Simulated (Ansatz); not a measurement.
Consider the ligand exchange at the Sn–Cl bond: `[SH][Sn]([SH])([SH])[Cl]` + H₂S → `[SH][Sn]([SH])([SH])[SH]` + HCl.

Calculated with Ansatz (gas phase, PBE0-D4/def2-TZVP geometries, no zero-point term in ΔE). CCSD(T)/CBS is the MP2 limit (def2-TZVPP, def2-QZVPP) plus CCSD(T) − MP2 in def2-TZVPP, frozen cores. This one scheme is used for every species. Functionals use def2-TZVPP. B3LYP here is the variant with VWN-RPA as its local correlation; programs differ in this. HSE06 is defined as in plane-wave codes. Elements past krypton have def2 core potentials. For Sn outer-core shells are correlated without core-valence functions, which leaves a few kJ/mol of doubt a bond. One conformer a species, not always the lowest.

`[SH][Sn]([SH])([SH])[Cl]`:

Cartesian coordinates in Å:
```
S -0.592 -1.804 1.445
Sn -0.352 0.052 -0.024
S -0.152 1.962 1.382
S 1.437 -0.135 -1.590
Cl -2.208 0.197 -1.415
H -0.861 -2.638 0.425
H 0.390 2.687 0.388
H 2.340 -0.321 -0.611
```

H₂S:

```xyz
3

S     0.460   -0.387   -0.151
H     0.187    0.892   -0.448
H    -0.647   -0.505    0.598
```

`[SH][Sn]([SH])([SH])[SH]`:

Z-matrix (Å, degrees):
```
Sn
S 1 2.387
S 1 2.397 2 112.6
S 1 2.393 2 111.3 3 -117.1
S 1 2.391 2 103.6 3 121.2
H 2 1.344 1 92.1 3 35.9
H 3 1.344 1 92.3 2 83.5
H 4 1.345 1 91.8 2 151.7
H 5 1.344 1 92.2 2 154.3
```

HCl:

Z-matrix (Å, degrees):
```
Cl
H 1 1.279
```

| level | ΔE (kJ/mol) | difference from CCSD(T)/CBS |
| --- | --- | --- |
| LDA (SPW92) | 21.2 | -4.6 |
| B97M-V | 31.8 | 6.0 |
| PBE0-D4 | 24.3 | -1.5 |
| B3LYP-D4 | 27.8 | 2.0 |
| CAM-B3LYP-D4 | 30.3 | 4.5 |
| B2PLYP | 29.0 | 3.2 |
| PBE-QIDH | 25.5 | -0.3 |
| r2SCAN | 28.3 | 2.5 |
| B3LYP | 31.4 | 5.6 |
| HSE06 | 26.3 | 0.5 |
| RPA@PBE/def2-TZVPP | 25.4 | -0.4 |
| HF/def2-SVP | 40.4 | 14.6 |
| CCSD/def2-SVP | 31.1 | 5.3 |
| CCSD(T)/def2-TZVPP | 24.8 | -1.0 |
| HF/CBS(def2) | 41.0 | 15.2 |
| MP2/CBS(def2) | 23.7 | -2.1 |
| CCSD(T)/CBS | 25.8 | 0 |

Largest T1 diagnostic among the species: 0.012.

Leaving LDA and LC-ωPBE aside and taking each functional with its dispersion term where it has one, the values, not all of them listed here, spread over 9.0 kJ/mol, from revPBE-D4 to B97M-V. LDA lies −4.0 kJ/mol from PBE without D4. The D4 term adds −3.6 kJ/mol with B3LYP and −2.1 kJ/mol with PBE0; it sums over pairs of atoms, weighted by their polarisabilities, and B3LYP, whose exchange is more repulsive, gets the larger term.
